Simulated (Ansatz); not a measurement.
`C[CH2][In]([F])[Cl]` + H₂ → `C[CH2][InH][F]` + HCl at 700 K and 1 bar (hydrogenolysis of the In–Cl bond).

Program: Ansatz. Geometries: PBE0-D4/def2-TZVP. ΔE: electronic, gas phase. CCSD(T)/CBS adds triple-zeta CCSD(T) − MP2 to the extrapolated MP2 energy (def2 sets, frozen cores). This one scheme is used for every species. Elements past krypton have def2 core potentials. For In outer-core shells are correlated without core-valence functions, which leaves a few kJ/mol of doubt a bond. Each species was taken in one conformer, which may not be the lowest.

```json
{"species": "`C[CH2][In]([F])[Cl]`", "CCSD(T)/CBS energy (Eh)": "-828.58684", "H − E (kJ/mol)": "256.1", "S (J/(mol·K))": "510.5"}
{"species": "H₂", "CCSD(T)/CBS energy (Eh)": "-1.17544", "H − E (kJ/mol)": "46.8", "S (J/(mol·K))": "155.3"}
{"species": "`C[CH2][InH][F]`", "CCSD(T)/CBS energy (Eh)": "-369.34165", "H − E (kJ/mol)": "261.9", "S (J/(mol·K))": "464.2"}
{"species": "HCl", "CCSD(T)/CBS energy (Eh)": "-460.38127", "H − E (kJ/mol)": "38.4", "S (J/(mol·K))": "211.8"}
```

H − E and S are ideal-gas, rigid-rotor, harmonic terms from PBE0-D4/def2-TZVP, for one conformer and one mirror image of each species. The MP2-based limit puts H₂ 0.8 mEh under its directly extrapolated value; such offsets cancel only in part. 1 Eh = 2625.50 kJ/mol, R = 8.31446 J/(mol·K).

**Question.** By hand: ΔE, ΔH, ΔS and ΔG.

**Answer.** ΔE = (-369.34165) + (-460.38127) − (-828.58684) − (-1.17544) = 0.03936 Eh = 103.3 kJ/mol. Δ(H − E) = 261.9 + 38.4 − 256.1 − 46.8 = -2.6, so ΔH = 100.7 kJ/mol. ΔS = 464.2 + 211.8 − 510.5 − 155.3 = 10.2 J/(mol·K). ΔG = 100.7 − 700 × (10.2)/1000 = 93.6 kJ/mol.

**Question.** By hand: the equilibrium constant, and the temperature at which ΔG would vanish if ΔH and ΔS stayed fixed.

**Answer.** log₁₀ K = −ΔG/(RT ln 10) = -7.0. ΔG = 0 at ΔH/ΔS = 9873 K, far beyond where these terms or the molecules hold.

The number of gas molecules stays the same, so ΔS is small and ΔH decides. A doubt of 5 kJ/mol in ΔE shifts log₁₀ K by 0.4 here. Other conformers and mirror images would add mixing entropy, several J/(mol·K) or more a flexible species. Modes under 60 cm⁻¹, often nearly free rotors, make the harmonic entropy too high. These are equilibria of isolated gas molecules and say nothing of rates. Largest T1 diagnostic: 0.014 (customary marks: 0.02 for closed shells, 0.045 for open ones).
